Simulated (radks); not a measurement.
All-electron atom: Dy14+ in [Kr] 4d10 4f4 5s2 (the NIST ground configuration).

Method: Dirac Kohn-Sham, exchange-only PBE, spin-unpolarised, spherical densities, finite nucleus; open shells fill j = l - 1/2 first; Fermi nuclear charge, rms radius 5.2218 fm; computed with a radial shooting solver on a logarithmic mesh with Libxc functionals.

Energy parts (eV):
| part | energy |
|---|---|
| total | -329314.78 |
| kinetic | 361461.17 |
| electron-nucleus | -796071.38 |
| Hartree | 112095.06 |
| exchange | -6799.62 |

Orbitals (lengths in bohr, moments of r in powers of bohr; <r^-3> diverges for s and p1/2; r(max) is where P^2 peaks):
| orbital | occ. | eigenvalue (eV) | <r> | <r^-3> | r(max) | <r^4> |
|---|---|---|---|---|---|---|
| 1s1/2 | 2 | -53898.04 | 0.02112 | - | 0.01337 | 9.919e-07 |
| 2s1/2 | 2 | -9226.784 | 0.08923 | - | 0.07622 | 0.0001554 |
| 2p1/2 | 2 | -8790.728 | 0.07438 | - | 0.05740 | 0.00009561 |
| 2p3/2 | 4 | -7990.624 | 0.08144 | 11000 | 0.06343 | 0.0001280 |
| 3s1/2 | 2 | -2294.988 | 0.2340 | - | 0.2157 | 0.005946 |
| 3p1/2 | 2 | -2104.700 | 0.2237 | - | 0.2031 | 0.005368 |
| 3p3/2 | 4 | -1938.445 | 0.2370 | 2368 | 0.2157 | 0.006664 |
| 3d3/2 | 4 | -1611.030 | 0.2096 | 400.2 | 0.1709 | 0.004749 |
| 3d5/2 | 6 | -1574.760 | 0.2137 | 352.9 | 0.1744 | 0.005077 |
| 4s1/2 | 2 | -689.5627 | 0.5207 | - | 0.4908 | 0.1342 |
| 4p1/2 | 2 | -613.6887 | 0.5284 | - | 0.4930 | 0.1476 |
| 4p3/2 | 4 | -574.4127 | 0.5556 | 563.1 | 0.5185 | 0.1795 |
| 4d3/2 | 4 | -448.5130 | 0.5739 | 84.34 | 0.5192 | 0.2230 |
| 4d5/2 | 6 | -441.0362 | 0.5826 | 73.59 | 0.5271 | 0.2361 |
| 4f5/2 | 4 | -287.1016 | 0.6184 | 14.08 | 0.4908 | 0.3661 |
| 4f7/2 | 0 | -285.6980 | 0.6224 | 13.68 | 0.4941 | 0.3746 |
| 5s1/2 | 2 | -288.0444 | 1.066 | - | 1.029 | 2.187 |

The highest occupied level is 4f5/2 at -287.10 eV. For comparison, the ionisation energy in NIST's Atomic Spectra Database is 300 eV (theoretical). In exact Kohn-Sham theory the highest level is minus the ionisation energy, but local and semilocal functionals leave it too shallow, through self-interaction and a potential that decays too fast; potentials with the right tail come closer. The electron density at the nucleus is 7.409e+05 e/bohr^3. Summed over all electrons, <r^2> = 11.93 bohr^2, which gives a Langevin (diamagnetic) susceptibility term of -9.45 x 10^-6 cm^3/mol.

Beside tabulated values, note that spin-unpolarised runs miss the spin-polarisation part of the exchange energy of open shells.
